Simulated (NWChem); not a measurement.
# AlN, triplet; SMILES [N]=[Al]

```xyz
2

Al     0.0000     0.0000    -0.6255
N      0.0000     0.0000     1.1374
```
Atoms are numbered in this order, from 1.

The state is orbitally degenerate and is run as one real component. Structure relaxed at the PBE-D3(BJ)/def2-SVP, spin-unrestricted level. No stability test was run on the SCF state.

**Question.** List the 6 lowest vertical excitations from PBE/6-31+G* (spherical d), spin-unrestricted, TDA (NWChem).

**Answer.** 
| state | energy (eV) | oscillator strength | <S²> |
|---|---|---|---|
| state 1 | 0.34 | 0.000 | 2.03 |
| state 2 | 0.65 | 0.002 | 2.01 |
| state 3 | 2.33 | 0.000 | 2.13 |
| state 4 | 2.99 | 0.051 | 2.03 |
| state 5 | 3.37 | 0.001 | 3.95 |
| state 6 | 3.62 | 0.000 | 3.86 |
